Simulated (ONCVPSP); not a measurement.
# An all-electron radial function and its pseudo partner (carbon (C))

Columns: radius, all-electron u(r) and pseudo u(r) of the 2p shell (level -5.71 eV) of carbon in the configuration [He] 2s1 2p3; PBE, scalar-relativistic, ONCV scheme, ONCVPSP 4.0.1.

```csv
r (bohr),all-electron,pseudo
0.138,0.0822,0.0234
0.275,0.2297,0.0895
0.413,0.3756,0.1905
0.550,0.4953,0.3118
0.688,0.5866,0.4403
0.825,0.6506,0.5597
0.963,0.6906,0.6596
1.100,0.7098,0.7309
1.238,0.7129,0.7713
1.375,0.7036,0.7813
1.513,0.6852,0.7658
1.650,0.6606,0.7318
1.788,0.6316,0.6864
1.925,0.6002,0.6371
2.062,0.5674,0.5886
2.200,0.5338,0.5438
2.338,0.5005,0.5040
2.475,0.4681,0.4689
2.613,0.4365,0.4366
2.750,0.4065,0.4065
2.888,0.3777,0.3777
3.025,0.3506,0.3506
3.162,0.3251,0.3251
3.300,0.3009,0.3009
3.438,0.2783,0.2783
3.575,0.2574,0.2574
```

Problem. How many radial nodes do the two functions have?

Solution. The all-electron 2p function has n − l − 1 = 0; the pseudo-wave has 0.

Problem. At about which radius was the pseudo-wave matched?

Solution. 2.75 bohr, where the columns begin to agree (steps of 0.14 bohr).

Problem. Is the pseudo-wave norm-conserving?

Solution. Yes: the ONCV scheme keeps the norm inside the radius equal to the all-electron one, which fixes the energy derivative of the logarithmic derivative at the level.
